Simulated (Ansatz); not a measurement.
Geometry optimisation, RKS LDA/6-31G in Ansatz 0.2.0.

input.yaml

```yaml
crystal:
  periodic: [false, false, false]
  atoms:
    - { symbol: O, position_ang: [-1.1942, 1.5755, -0.5419] }
    - { symbol: Si, position_ang: [-0.7663, 0.0409, -0.0764] }
    - { symbol: Si, position_ang: [0.6834, -0.7556, -1.5568] }
    - { symbol: Al, position_ang: [0.3289, 0.1468, 2.047] }
    - { symbol: Cl, position_ang: [2.0849, 1.3368, 2.3212] }
    - { symbol: H, position_ang: [-1.9549, 1.8858, 0.0862] }
    - { symbol: H, position_ang: [-1.9111, -0.8364, -0.024] }
    - { symbol: H, position_ang: [0.1398, -0.7952, -2.884] }
    - { symbol: H, position_ang: [1.896, 0.1421, -1.5337] }
    - { symbol: H, position_ang: [1.1295, -2.106, -1.1076] }
    - { symbol: H, position_ang: [-0.3707, -0.6917, 3.2905] }
basis:
  gaussian: { orbitals: "6-31G" }
hamiltonian:
  xc: lda
relax:
  f_tol: 0.02
  max_steps: 40
scf:
  lower_state_search: "off"
```

Command:

```bash
$ ansatz run input.yaml --threads 1 --pin off --max-ram 2048MiB --backend cpu --events-out ev --progress --plain --runs-dir out
```

Problem. Where does it end, and by what steps?

Solution. The forces met the threshold. Limits of this set-up: no polarisation functions. After 26 steps the energy has fallen by 0.772 eV; Cl5 moved furthest, 2.08 Å.

```json
{"step": "0", "energy less start (eV)": "0.0000", "largest force component (eV/Å)": "3.116", "accepted": "yes"}
{"step": "1", "energy less start (eV)": "-0.5393", "largest force component (eV/Å)": "1.252", "accepted": "yes"}
{"step": "2", "energy less start (eV)": "-0.6464", "largest force component (eV/Å)": "0.559", "accepted": "yes"}
{"step": "3", "energy less start (eV)": "-0.6556", "largest force component (eV/Å)": "0.233", "accepted": "yes"}
{"step": "4", "energy less start (eV)": "-0.6609", "largest force component (eV/Å)": "0.193", "accepted": "yes"}
{"step": "5", "energy less start (eV)": "-0.6633", "largest force component (eV/Å)": "0.124", "accepted": "yes"}
{"step": "6", "energy less start (eV)": "-0.6668", "largest force component (eV/Å)": "0.091", "accepted": "yes"}
{"step": "7", "energy less start (eV)": "-0.6683", "largest force component (eV/Å)": "0.063", "accepted": "yes"}
{"step": "8", "energy less start (eV)": "-0.6718", "largest force component (eV/Å)": "0.128", "accepted": "yes"}
{"step": "9", "energy less start (eV)": "-0.6746", "largest force component (eV/Å)": "0.149", "accepted": "yes"}
{"step": "10", "energy less start (eV)": "-0.6791", "largest force component (eV/Å)": "0.228", "accepted": "yes"}
{"step": "11", "energy less start (eV)": "-0.6834", "largest force component (eV/Å)": "0.314", "accepted": "yes"}
{"step": "12", "energy less start (eV)": "-0.6918", "largest force component (eV/Å)": "0.293", "accepted": "yes"}
{"step": "13", "energy less start (eV)": "-0.7108", "largest force component (eV/Å)": "0.079", "accepted": "yes"}
{"step": "14", "energy less start (eV)": "-0.7202", "largest force component (eV/Å)": "0.124", "accepted": "yes"}
{"step": "15", "energy less start (eV)": "-0.7278", "largest force component (eV/Å)": "0.211", "accepted": "yes"}
{"step": "16", "energy less start (eV)": "-0.7339", "largest force component (eV/Å)": "0.335", "accepted": "yes"}
{"step": "17", "energy less start (eV)": "-0.7432", "largest force component (eV/Å)": "0.338", "accepted": "yes"}
{"step": "18", "energy less start (eV)": "-0.7578", "largest force component (eV/Å)": "0.329", "accepted": "yes"}
{"step": "19", "energy less start (eV)": "-0.7646", "largest force component (eV/Å)": "0.271", "accepted": "yes"}
{"step": "20", "energy less start (eV)": "-0.7669", "largest force component (eV/Å)": "0.132", "accepted": "yes"}
{"step": "21", "energy less start (eV)": "-0.7695", "largest force component (eV/Å)": "0.112", "accepted": "yes"}
{"step": "22", "energy less start (eV)": "-0.7712", "largest force component (eV/Å)": "0.058", "accepted": "yes"}
{"step": "23", "energy less start (eV)": "-0.7719", "largest force component (eV/Å)": "0.048", "accepted": "yes"}
{"step": "24", "energy less start (eV)": "-0.7721", "largest force component (eV/Å)": "0.036", "accepted": "yes"}
{"step": "25", "energy less start (eV)": "-0.7722", "largest force component (eV/Å)": "0.022", "accepted": "yes"}
{"step": "26", "energy less start (eV)": "-0.7722", "largest force component (eV/Å)": "0.013", "accepted": "yes"}
```

```xyz
11
Properties=species:S:1:pos:R:3
O -1.072 1.661 -0.393
Si -0.743 -0.014 -0.054
Si 0.613 -0.946 -1.726
Al 0.275 0.011 2.170
Cl 0.216 2.178 2.680
H -0.871 2.322 0.317
H -2.049 -0.803 -0.021
H -0.019 -0.819 -3.096
H 1.982 -0.297 -1.743
H 0.791 -2.420 -1.404
H 0.944 -0.930 3.291
```

Run time: 86 s on 1 thread of Intel(R) Xeon(R) CPU @ 2.80GHz (Skylake/Cascade Lake), with other jobs on the host, peak memory 0.17 GiB.
